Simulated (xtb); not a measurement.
Job for xtb: GFN1-xTB on BrGeHS (SMILES [SH][Ge][Br]), a point of a torsion scan.

```
$ xtb mol.xyz --gfn 1 --sp --chrg 0 --uhf 0
4

S     -1.37104338     0.43579026     0.42875908
Ge     0.76934944     0.94295063    -0.18762157
Br     0.48606283     1.38244041    -2.49723752
H     -1.47235751    -0.59020355    -0.41100939
```

The log:

```
[...]
           -------------------------------------------------
          |                Calculation Setup                |
           -------------------------------------------------



           -------------------------------------------------
          |                 G F N 1 - x T B                 |
           -------------------------------------------------

        Reference                      10.1021/acs.jctc.7b00118
      * Hamiltonian:
        H0-scaling (s, p, d)           1.850000    2.250000    2.000000
        zeta-weighting                 0.000000
      * Dispersion:
        s8                             2.400000
        a1                             0.630000
        a2                             5.000000
        s9                             0.000000
      * Repulsion:
        kExp                           1.500000
        rExp                           1.000000
      * Coulomb:
        alpha                          2.000000
        third order                    atomic
        anisotropic                    false
      * Halogen bond correction:
        rad-scale                      1.300000
        damping                        0.440000


          ...................................................
          :                      SETUP                      :
          :.................................................:
          :  # basis functions                  32          :
          :  # atomic orbitals                  29          :
          :  # shells                           11          :
          :  # electrons                        18          :
          :  # halogen bonds                     1          :
          :  max. iterations                   250          :
          :  Hamiltonian                  GFN1-xTB          :
          :  restarted?                      false          :
          :  GBSA solvation                  false          :
          :  PC potential                    false          :
          :  electronic temp.          300.0000000     K    :
          :  accuracy                    1.0000000          :
          :  -> integral cutoff          0.2500000E+02      :
          :  -> integral neglect         0.1000000E-07      :
          :  -> SCF convergence          0.1000000E-05 Eh   :
          :  -> wf. convergence          0.2000000E-04 e    :
          :  Broyden damping             0.4000000          :
          :  net charge                          0          :
          :  unpaired electrons                  0          :
          ...................................................

 iter      E             dE          RMSdq      gap      omega  full diag
   1     -9.5404008 -0.954040E+01  0.578E+00    1.82       0.0  T
   2     -9.4135300  0.126871E+00  0.662E+00    1.55       1.0  T
   3     -9.8263722 -0.412842E+00  0.254E+00    2.24       1.0  T
   4     -9.8560032 -0.296310E-01  0.552E-01    2.10       1.0  T
   5     -9.8570592 -0.105604E-02  0.332E-01    2.10       1.0  T
   6     -9.8576405 -0.581310E-03  0.918E-02    2.12       1.0  T
   7     -9.8576648 -0.242612E-04  0.953E-03    2.12       5.2  T
   8     -9.8576648 -0.616066E-07  0.420E-03    2.12      11.9  T
   9     -9.8576649 -0.950919E-07  0.850E-04    2.12      58.8  T
  10     -9.8576649 -0.286476E-08  0.278E-04    2.12     180.0  T
  11     -9.8576649 -0.530942E-09  0.632E-05    2.12     790.7  T
  12     -9.8576649 -0.573408E-11  0.534E-05    2.12     936.3  T

   *** convergence criteria satisfied after 12 iterations ***

         #    Occupation            Energy/Eh            Energy/eV
      -------------------------------------------------------------
         1        2.0000           -0.8169034             -22.2291
       ...           ...                  ...                  ...
         3        2.0000           -0.5016862             -13.6516
         4        2.0000           -0.4929879             -13.4149
         5        2.0000           -0.4288915             -11.6707
         6        2.0000           -0.4166482             -11.3376
         7        2.0000           -0.4134049             -11.2493
         8        2.0000           -0.3837533             -10.4425
         9        2.0000           -0.3586524              -9.7594 (HOMO)
        10                         -0.2806670              -7.6373 (LUMO)
        11                         -0.1707784              -4.6471
        12                         -0.1465729              -3.9885
        13                         -0.1194209              -3.2496
        14                         -0.0830725              -2.2605
       ...                                ...                  ...
        29                          0.5387192              14.6593
      -------------------------------------------------------------
                  HL-Gap            0.0779854 Eh            2.1221 eV
             Fermi-level           -0.3196597 Eh           -8.6984 eV

 SCC (total)                   0 d,  0 h,  0 min,  0.005 sec
 SCC setup                      ...        0 min,  0.000 sec (  1.797%)
 Dispersion                     ...        0 min,  0.000 sec (  0.462%)
 classical contributions        ...        0 min,  0.000 sec (  0.244%)
 integral evaluation            ...        0 min,  0.001 sec ( 24.446%)
 iterations                     ...        0 min,  0.002 sec ( 41.252%)
 molecular gradient             ...        0 min,  0.001 sec ( 29.894%)
 printout                       ...        0 min,  0.000 sec (  1.776%)

         :::::::::::::::::::::::::::::::::::::::::::::::::::::
         ::                     SUMMARY                     ::
         :::::::::::::::::::::::::::::::::::::::::::::::::::::
         :: total energy              -9.839853785562 Eh    ::
         :: gradient norm              0.027134093997 Eh/a0 ::
         :: HOMO-LUMO gap              2.122090166668 eV    ::
         ::.................................................::
         :: SCC energy                -9.857664941248 Eh    ::
         :: -> electrostatic           0.013055869363 Eh    ::
         :: repulsion energy           0.019444005177 Eh    ::
         :: dispersion energy         -0.001632846649 Eh    ::
         :: halogen bond corr.        -0.000000002841 Eh    ::
         :: add. restraining           0.000000000000 Eh    ::
         :: total charge               0.000000000000 e     ::
         :::::::::::::::::::::::::::::::::::::::::::::::::::::

           -------------------------------------------------
          |                Property Printout                |
           -------------------------------------------------

    * Orbital Energies and Occupations

         #    Occupation            Energy/Eh            Energy/eV
      -------------------------------------------------------------
         1        2.0000           -0.8169034             -22.2291
         2        2.0000           -0.6649575             -18.0944
         3        2.0000           -0.5016862             -13.6516
         4        2.0000           -0.4929879             -13.4149
         5        2.0000           -0.4288915             -11.6707
         6        2.0000           -0.4166482             -11.3376
         7        2.0000           -0.4134049             -11.2493
         8        2.0000           -0.3837533             -10.4425
         9        2.0000           -0.3586524              -9.7594 (HOMO)
        10                         -0.2806670              -7.6373 (LUMO)
        11                         -0.1707784              -4.6471
        12                         -0.1465729              -3.9885
        13                         -0.1194209              -3.2496
        14                         -0.0830725              -2.2605
Note: The following floating-point exceptions are signalling: IEEE_DENORMAL
normal termination of xtb
        15                         -0.0667667              -1.8168
        16                         -0.0565540              -1.5389
        17                         -0.0419581              -1.1417
        18                         -0.0353145              -0.9610
        19                         -0.0083007              -0.2259
        20                          0.0036955               0.1006
       ...                                ...                  ...
        29                          0.5387192              14.6593
      -------------------------------------------------------------
                  HL-Gap            0.0779854 Eh            2.1221 eV
             Fermi-level           -0.3196597 Eh           -8.6984 eV

  Mulliken/CM5 charges         n(s)   n(p)   n(d)
     1S    -0.26481 -0.33329   1.938  4.333 -0.006
     2Ge    0.29716  0.27025   1.764  1.577  0.362
     3Br   -0.14939 -0.12432   1.963  5.174  0.013
     4H     0.11704  0.18735   0.883  0.000  0.000

Wiberg/Mayer (AO) data.
largest (>0.10) Wiberg bond orders for each atom

 ---------------------------------------------------------------------------
     #   Z sym  total        # sym  WBO       # sym  WBO       # sym  WBO
 ---------------------------------------------------------------------------
     1  16 S    2.224 --     2 Ge   1.226     4 H    0.959
     2  32 Ge   2.648 --     3 Br   1.386     1 S    1.226
     3  35 Br   1.430 --     2 Ge   1.386
     4   1 H    1.000 --     1 S    0.959
 ---------------------------------------------------------------------------

Topologies differ in total number of bonds
Writing topology from bond orders to xtbtopo.mol

 dipole moment from electron density (au)
     X       Y       Z
   0.3811  -0.4634   0.4338  total (Debye):    1.882


           -------------------------------------------------
          | TOTAL ENERGY               -9.839853785562 Eh   |
          | GRADIENT NORM               0.027134093997 Eh/α |
          | HOMO-LUMO GAP               2.122090166668 eV   |
           -------------------------------------------------

------------------------------------------------------------------------
------------------------------------------------------------------------
 total:
 SCF:
```

The run finished.

Cost: very roughly 0.020 core-seconds.
